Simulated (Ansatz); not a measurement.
Molecule: C$_{5}$H$_{11}$O, net charge 0, doublet state. It need not be the lowest isomer of its formula. 
Geometry from a B3LYP-D3(BJ)/def2-TZVP (Ansatz, a quantum-chemistry and plane-wave program) optimisation:
SMILES: CCC[CH]CO
```xyz
17

C      3.0128     0.4017     0.1029
C      1.6199    -0.0582     0.5204
C      0.6439    -0.1438    -0.6749
C     -0.7196    -0.6006    -0.3008
C     -1.7122     0.3093     0.3210
O     -3.0640    -0.0517     0.0309
H      3.4517    -0.2859    -0.6240
H      3.6868     0.4561     0.9596
H      2.9781     1.3917    -0.3581
H      1.2102     0.6279     1.2670
H      1.6777    -1.0385     1.0013
H      1.0751    -0.8187    -1.4207
H      0.5899     0.8485    -1.1389
H     -0.9354    -1.6634    -0.2601
H     -1.5098     1.3475     0.0196
H     -1.6518     0.2853     1.4175
H     -3.1298    -0.1869    -0.9215
```
Charge 0, spin multiplicity 2.

Wanted: atomisation energy (electronic, to ground-state atoms), in eV. Correlated levels leave the core frozen unless marked. UHF or UKS for open shells. Spin-orbit coupling is left out. No relativistic terms. The coupled-cluster limit lacks core correlation, which all-electron functionals hold. CBS(X,Y): correlation extrapolated as X^-3; Hartree-Fock from the larger set. [CCSD(T)-MP2]/basis is that difference in the basis named.

```tsv
level	program	atomisation energy (eV)
PBE-D3(BJ)/def2-TZVPD	Ansatz + dftd3	70.28
r2SCAN/def2-TZVPD	Ansatz	68.96
```

Question: Predict the RI-MP2/CBS(cc-pVTZ,cc-pVQZ)+[CCSD(T)-MP2]/cc-pVTZ result (Ansatz).

Answer: 68.79 eV
